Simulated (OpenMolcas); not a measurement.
F IV: effect of the basis set

| Item | Value |
| --- | --- |
| Program | OpenMolcas 26.06 |
| Method | CASSCF |
| Active space | 4 electrons in 4 orbitals (2s 2p) |
| State averaging | 2S+1 = 3 even, 3 roots; 2S+1 = 1 even, 6 roots; 2S+1 = 5 odd, 1 root; 2S+1 = 3 odd, 9 roots; 2S+1 = 1 odd, 8 roots |
| Spin-orbit coupling | state interaction with AMFI integrals over the reference wave functions, term energies averaged over their components |

A. ANO-R1 [3s2p1d], X2C, finite nucleus; cost roughly 12 core-seconds
B. ANO-RCC-VTZP [4s3p2d1f], DKH2, point nucleus; cost about 11 core-seconds
C. ANO-L-VTZP [4s3p2d1f], non-relativistic, point nucleus; cost roughly 11 core-seconds
D. ANO-R2 [4s4p2d1f], X2C, finite nucleus; cost about 12 core-seconds
E. ANO-R3 [4s4p2d1f], X2C, finite nucleus; cost about 9 core-seconds
F. ANO-RCC-VQZP [5s4p3d2f1g], DKH2, point nucleus; cost about 11 core-seconds

Energies in eV above 2s2 2p2 3P0, the measured ground level; measured values from Moore, Atomic Energy Levels, vol. I, NSRDS-NBS 35 (1971 reprint of NBS Circular 467, 1949).

```csv
Level,A,B,C,D,E,F,Measured
2s2 2p2 3P0,0.0000,0.0000,0.0000,0.0000,0.0000,0.0000,0.0000
2s2 2p2 3P1,0.0271,0.0278,0.0276,0.0265,0.0265,0.0268,0.0279
2s2 2p2 3P2,0.0791,0.0810,0.0804,0.0775,0.0775,0.0782,0.0761
2s2 2p2 1D2,3.4639,3.4409,3.4358,3.4510,3.4510,3.4568,3.1295
2s2 2p2 1S0,6.4889,6.3086,6.2877,6.3103,6.3103,6.3203,6.6386
2s 2p3 5S* 2,7.4088,7.8775,7.7570,7.7521,7.7521,7.7528,
2s 2p3 3D* 2,18.0212,18.7758,18.6487,18.7269,18.7269,18.7446,18.3359
2s 2p3 3D* 1,18.0213,18.7759,18.6488,18.7270,18.7270,18.7447,18.3375
2s 2p3 3D* 3,18.0218,18.7764,18.6493,18.7275,18.7275,18.7452,18.3300
2s 2p3 3P* 0,21.3733,22.1084,21.9777,22.0724,22.0724,22.0975,
2s 2p3 3P* 1,21.3736,22.1086,21.9780,22.0726,22.0726,22.0977,21.7272
2s 2p3 3P* 2,21.3740,22.1090,21.9784,22.0730,22.0730,22.0981,21.7266
2s 2p3 1D* 2,29.0457,30.2758,30.1415,30.2763,30.2763,30.3261,
2s 2p3 3S* 1,29.5611,31.1441,31.0169,31.1718,31.1718,31.2236,
2s 2p3 1P* 1,32.3813,33.5888,33.4518,33.5929,33.5929,33.6526,31.9123
```

Deviations, from unrounded energies. A percentage is the sum of absolute deviations over the sum of measured energies, with the sign that they share, or ± where signs differ.

```csv
Against measurement,Levels,A,B,C,D,E,F
mean absolute deviation (cm-1),10,2100,3600,2900,3400,3400,3500
fine structure of the ground term (%),2,±3.8,±4.9,±4.5,±2.7,±2.7,±3.2
other terms of the ground configuration (%),2,±5.0,±6.6,±6.7,±6.7,±6.7,±6.6
other configurations (%),6,±1.6,+2.9,+2.3,+2.7,+2.7,+2.8
```

A lies closest to measurement on these levels and B furthest from it. The largest miss of A in the table is 2s 2p3 1P* 1, by +3800 cm-1. The ranking rests on the paired levels alone, and a cruder setting can come out closer through cancelling errors.

Among A to F the level of the table that moves most is 2s 2p3 3S* 1, by 13000 cm-1 (lowest in A, highest in F).

The basis is small and was not contracted for so high a charge (holds for A). Measured partners are found by configuration, term and J. A level has none where our copy of the source lacks it or the pairing is in doubt (some pairs that miss far off the trend of their configuration count as doubtful), and it then counts in no deviation. Levels of configurations outside the active space are missing.

* marks odd parity.
